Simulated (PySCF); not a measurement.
## Electronic structure of Be (beryllium, neutral) at the UHF level

Configuration: [He] 2s1 2p1, high-spin 3P determinant (an excited configuration). Calculation: PySCF 2.14, in aug-cc-pCVTZ-DK with one added diffuse shell each of s, p, d, f type (8s7p5d3f, 75 functions); the spin-free X2C one-electron Hamiltonian (Gaussian nucleus).

```
Total energy                                                  : -14.515862 hartree
One-electron energy                                           : -18.9016 hartree
Hartree (Coulomb) energy                                      : 7.1229 hartree
Exchange energy                                               : -2.7371 hartree
⟨S²⟩                                                          : 2.0000
⟨L²⟩                                                          : 2.026
Sum of ⟨r⟩                                                    : 6.245 bohr
Sum of ⟨r²⟩                                                   : 18.30 bohr²
Traceless quadrupole moment −½Σ⟨3z² − r²⟩ along its main axis : -4.68 e·bohr²
Langevin diamagnetic susceptibility                           : -14.5 ×10⁻⁶ cm³/mol
```

```json
{"shell": "1s α", "electrons": "1", "mean orbital energy (hartree)": "-4.76366", "rms radius, mean of both spins (bohr)": "0.483"}
{"shell": "1s β", "electrons": "1", "mean orbital energy (hartree)": "-4.72436", "rms radius, mean of both spins (bohr)": "0.483"}
{"shell": "2s α", "electrons": "1", "mean orbital energy (hartree)": "-0.39637", "rms radius, mean of both spins (bohr)": "2.77"}
{"shell": "2p α", "electrons": "1", "mean orbital energy (hartree)": "-0.24569", "rms radius, mean of both spins (bohr)": "3.19"}
```

Spin-orbit constants ζ (cm⁻¹) from the X2C one-electron operator on these orbitals: bare nucleus, nucleus screened by l(l+1)(2l+1)/3 electrons, and screened by the Breit-Pauli mean field of the electrons.

```csv
shell,bare,screened nucleus,mean field
2p,6.824,3.412,2.092
```

To first order the Landé constant is A = 1.046 cm⁻¹, so the lowest level has J = 0 and lies 0.000259 eV below the centre of the term. This holds in LS coupling only.
